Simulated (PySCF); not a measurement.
C2H6N, doublet, at a GFN2-xTB geometry, with bond 5-1 at 1.6 times its length. Base run: PBE0/3-21G (PySCF).

Here is a job for PySCF.
```python
from pyscf import gto, scf, dft

mol = gto.Mole()
mol.atom = '''
    C     0.129368   -0.113651    1.201764
    N    -0.399531    0.389421    0.004322
    C     0.104668   -0.112290   -1.204294
    H     0.935350   -0.853044    1.078917
    H     0.712434    1.230327    2.169013
    H    -0.684847   -0.561087    1.786736
    H     0.912994   -0.851812   -1.098855
    H     0.456607    0.728383   -1.815228
    H    -0.721389   -0.559075   -1.772934
'''
mol.basis = '3-21g'
mol.charge = 0
mol.spin = 1
mol.verbose = 4
mol.build()

mf = dft.UKS(mol)
mf.xc = 'pbe0'
mf.kernel()
```

Variants of this job, named by their change:

| change | ΔE vs base (mEh) | SCF cycles | <S^2> | outcome |
|---|---|---|---|---|
| base | 0.000 | 14 | 0.808 | converged |
| DIIS = EDIIS | - | 50 | - | not converged |
| conv_tol = 1e-12 | 0.000 | 18 | 0.808 | converged |
| conv_tol = 1e-6 | 0.000 | 10 | 0.808 | converged |
| diis = off (with mf.max_cycle = 100) | - | 100 | - | not converged |
| damp = 0.5; diis_start_cycle = 5 | 0.000 | 15 | 0.808 | converged |
| level_shift = 0.5 (with mf.max_cycle = 100) | 0.000 | 29 | 0.808 | converged |
| level_shift = 1.0 (with mf.max_cycle = 100) | 0.000 | 48 | 0.808 | converged |
| init_guess = huckel | 0.000 | 15 | 0.808 | converged |
| DIIS = ADIIS | 0.000 | 25 | 0.808 | converged |
| init_guess = mod_huckel | 0.000 | 15 | 0.808 | converged |
| conv_tol = 1e-11 | 0.000 | 16 | 0.808 | converged |
| solver = newton; init_guess = 1e | 0.000 | - | 0.808 | converged |

Open shells are given as the SCF converged; they aren't shown to be the lowest states, and a large step between rows can be another state.
